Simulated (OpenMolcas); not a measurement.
## Lines of Sb+: computed and rescaled rates

```
Program             : OpenMolcas
Method              : MS-RASPT2, IPEA 0.25 Eh, imaginary shift 0.1 Eh (closed shells correlated: 4d 5s)
Basis               : ANO-RCC-VQZP [8s7p5d3f2g]
Scalar Hamiltonian  : DKH2, point nucleus
Active space        : 2 electrons in 9 orbitals (RAS2 5p; RAS3 5d 6s, at most 1 electron)
State averaging     : 2S+1 = 3 even, 3 roots; 2S+1 = 1 even, 6 roots; 2S+1 = 3 odd, 18 roots; 2S+1 = 1 odd, 18 roots
Spin-orbit coupling : state interaction with AMFI integrals over the reference wave functions, term energies averaged over their components
```

Rates come from the transition moments of the reference wave functions (E1 and E2 in the length form). At fixed line strength A goes as λ^-3 for E1 and M1 and as λ^-5 for E2, so a rate at the computed wavelength can be rescaled to the measured one. Measured vacuum wavelengths follow from level energies in NIST Handbook of Basic Atomic Spectroscopic Data. Branching counts decays inside the model space alone, at computed energies, and the table is only a selection of the E2 and M1 lines, drawn from those between levels with measured partners whose computed energy lies within a factor of 1.5 of the measured one.

| Upper | Lower | Type | λ computed (nm) | λ measured (nm) | A computed (s-1) | A rescaled (s-1) | Branching % |
| --- | --- | --- | --- | --- | --- | --- | --- |
| 5s2 5p2 3P2 | 5s2 5p2 3P1 | M1 | 4122 | 3841 | 1.69e-01 | 2.09e-01 | 98.8 |
| 5s2 5p2 3P1 | 5s2 5p2 3P0 | M1 | 4004 | 3274 | 2.72e-01 | 4.98e-01 | 100.0 |
| 5s2 5p 5d 3F* 4 | 5s2 5p 5d 3F* 3 | M1 | 3040 | 2980 | 6.54e-01 | 6.94e-01 | 51.9 |
| 5s2 5p2 3P2 | 5s2 5p2 3P0 | E2 | 2031 | 1767 | 1.94e-03 | 3.89e-03 | 1.1 |
| 5s2 5p2 1D2 | 5s2 5p2 3P2 | M1 | 1422 | 1402 | 1.54e+00 |  | 51.4 |
| 5s2 5p2 1D2 | 5s2 5p2 3P2 | E2 | 1422 | 1402 | 1.87e-02 |  | 0.6 |
| 5s2 5p2 1D2 | 5s2 5p2 3P1 | M1 | 1057 | 1027 | 1.43e+00 |  | 47.6 |
| 5s2 5p2 1S0 | 5s2 5p2 1D2 | E2 | 693.3 | 899.6 | 7.32e+00 | 1.99e+00 | 20.8 |
| 5s2 5p2 1S0 | 5s2 5p2 3P2 | E2 | 466.1 | 548 | 4.19e+00 |  | 11.9 |
| 5s2 5p2 1S0 | 5s2 5p2 3P1 | M1 | 418.8 | 479.6 | 2.37e+01 |  | 67.3 |

Spin-changing lines and M1 lines between different terms are not rescaled, since their strength hangs on the term gaps too.

The largest correction is for 5s2 5p2 1S0 → 5s2 5p2 1D2 (E2): 7.32e+00 × (693.3 / 899.6)^5 = 1.99e+00 s-1, a factor of 0.27.

No measured rate stands beside these. Rescaling mends the energy factor alone: line strengths can still be far off where a level mixes with configurations outside the active space, and weak or spin-changing lines hang on small mixing coefficients that depend on the term gaps too, so rescaling need not improve them.

Term energies are means over components that CASPT2 splits; among the terms shown or strongly mixed into the levels shown the widest spread is 210 cm-1 (5s2 5p 5d 3F*). Over all roots computed the reference weight is 0.86 to 0.92; the roots of lowest weight are the least certain, and an intruder state may touch them. ANO sets are built for valence states and can reach diffuse excited orbitals poorly, and with the s shell closed the s pⁿ⁺¹ terms that mix with these levels are absent. With the s shell closed, the reference lacks s² → p² mixing. Some terms miss by over 15 % even with CASPT2, which points to a basis or an active space too small for the shells correlated. Computed and measured levels are paired by configuration, term and J; levels that our copy of the source lacks, or whose pairing is in doubt (as where it misses far off the trend of its configuration), stay unpaired. Levels of configurations outside the active space are missing.

* marks odd parity.
